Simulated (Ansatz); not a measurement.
The lowest singlet and triplet of CH2O (SMILES C=O); geometries from B3LYP-D3(BJ)/def2-TZVP, each state relaxed from the structure named, with no frequency check.
Singlet (charge 0, multiplicity 1):
```xyz
4

C     -0.517     0.098     0.000
O      0.661    -0.126    -0.001
H     -1.269    -0.714     0.001
H     -0.919     1.130     0.001
```
Triplet (charge 0, multiplicity 3):
```xyz
4

C     -0.580     0.110     0.001
O      0.706    -0.134    -0.001
H     -1.263    -0.733     0.001
H     -0.906     1.145     0.001
```

```tsv
level	gap E(singlet) − E(triplet), adiabatic (kJ/mol)	cost
R-HF/cc-pVDZ	-197.4	-
U-HF/cc-pVDZ	-197.4	-
R-HF/cc-pVTZ	-197.4	-
U-HF/cc-pVTZ	-197.4	-
R-HF/cc-pVQZ	-197.9	-
U-HF/cc-pVQZ	-197.9	-
R-SVWN5/def2-TZVPP	-311.2	×0.7
U-SVWN5/def2-TZVPP	-311.2	×0.8
R-PBE/def2-TZVPP	-292.1	×1
U-B3LYP/def2-TZVPP	-291.1	×1
R-PBE0/def2-TZVPP	-283.0	×1
R-BHLYP/def2-TZVPP	-272.9	×1
R-wB97X-V/def2-TZVPP	-298.4	×4
U-wB97X-V/def2-TZVPP	-298.4	×4
R-wB97M-V/def2-TZVPP	-304.6	×3
R-B2PLYP/def2-TZVPP	-308.3	×2
U-B2PLYP/def2-TZVPP	-308.3	×2
R-MP2/cc-pVDZ	-341.9	-
U-MP2/cc-pVTZ	-350.4	-
R-MP2/cc-pVQZ	-355.6	-
U-MP2/cc-pVQZ	-355.6	-
U-SCS-MP2/cc-pVDZ	-338.3	-
R-SCS-MP2/cc-pVTZ	-348.4	-
R-SCS-MP2/cc-pVQZ	-354.4	-
R-CCSD/cc-pVDZ	-302.8	-
R-CCSD/cc-pVTZ	-304.3	-
U-CCSD/cc-pVTZ	-304.3	-
U-CCSD/cc-pVQZ	-307.4	-
R-CCSD(T)/cc-pVDZ	-311.1	×1
U-CCSD(T)/cc-pVDZ	-311.1	×1
U-CCSD(T)/cc-pVTZ	-314.7	×8
R-CCSDT/cc-pVDZ	-310.2	-
R-CCSDT(Q)/cc-pVDZ	-311.5	×10
SA-CASSCF(4,3)/cc-pVDZ	-303.4	-
SA-CASSCF(4,3)/cc-pVQZ	-305.0	-
SC-NEVPT2 on SA-CASSCF(4,3)/cc-pVDZ	-326.9	-
SC-NEVPT2 on SA-CASSCF(4,3)/cc-pVQZ	-334.9	-
FIC-MRCISD+Q on SA-CASSCF(4,3)/cc-pVDZ	-316.0	-
FIC-MRCISD+Q on SA-CASSCF(4,3)/cc-pVTZ	-318.4	-
FIC-MRCISD+Q on SA-CASSCF(4,3)/cc-pVQZ	-321.1	-
```

The rows run from -355.6 (R-MP2/cc-pVQZ) to -197.4 kJ/mol (R-HF/cc-pVDZ). In cc-pVTZ the value moves U-HF -197.4, U-MP2 -350.4, U-CCSD -304.3, U-CCSD(T) -314.7, a shift of -117.3 from U-HF to U-CCSD(T). From cc-pVDZ to cc-pVTZ U-CCSD(T) changes by -3.6. The 4 U-functionals in def2-TZVPP without D3 or D4 span 20.1, from U-SVWN5 to U-B3LYP.

A positive gap puts the triplet lower; no zero-point energy. R- takes a restricted singlet. U- takes an unrestricted singlet (broken symmetry where lower, unprojected). The triplet is unrestricted in single-reference levels. Active spaces average the two states.

Cores are frozen in the correlated methods.

Codes used: Ansatz (Gaussian basis) for Hartree–Fock, density functionals and correlated methods. Values without a source in brackets are computed.

Costs are rough ratios of core time to R-PBE/def2-TZVPP (about 0.9 s over the structures, on one shared machine); a dash marks a level with no comparable run of its own. 

Measured: singlet 1A1 below triplet by 25194 cm-1 = 72.0 kcal/mol (with zero-point energy) [NIST CCCBDB].

Ansatz is an electronic-structure program.
